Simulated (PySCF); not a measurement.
H₄BO₃ (SMILES OB(O)[OH2+]), charge +1, singlet, geometry from GFN2-xTB.

Input for PySCF:
```python
from pyscf import gto, scf, mp

mol = gto.M(
    atom='''
O     0.94125156   -0.94343766   -0.27587590
B     0.16783123    0.07930902   -0.02149367
O     0.41422978    1.35004150    0.03855453
O    -1.26136055   -0.43334826    0.26131813
H     1.88698970   -0.85838621   -0.41413059
H    -0.15142388    2.07765955    0.29507508
H    -1.30328516   -1.40441468    0.18719957
H    -2.02440304    0.00255155   -0.15264982
''',
    basis='3-21g',
    charge=1,
    verbose=4,
)

mf = scf.RHF(mol)
mf.kernel()

pt = mp.MP2(mf, frozen=4)
pt.kernel()
print('E(MP2) = %.10f' % pt.e_tot)
mf.analyze()
```

Question: What is the computed total energy (MP2/3-21G run with PySCF)?

Answer: -250.5125 Eh

Question: What nuclear repulsion energy does MP2/3-21G give?

Answer: 124.2724 Eh

Question: Give the SCF-reference HOMO energy at the level MP2/3-21G.

Answer: -19.43 eV

Question: Estimate the SCF-reference HOMO-LUMO gap that MP2/3-21G returns for this input.

Answer: 18.68 eV

Question: What MP2 correlation energy does MP2/3-21G give?

Answer: -0.4029 Eh

Question: What number of basis functions does MP2/3-21G give?

Answer: 44
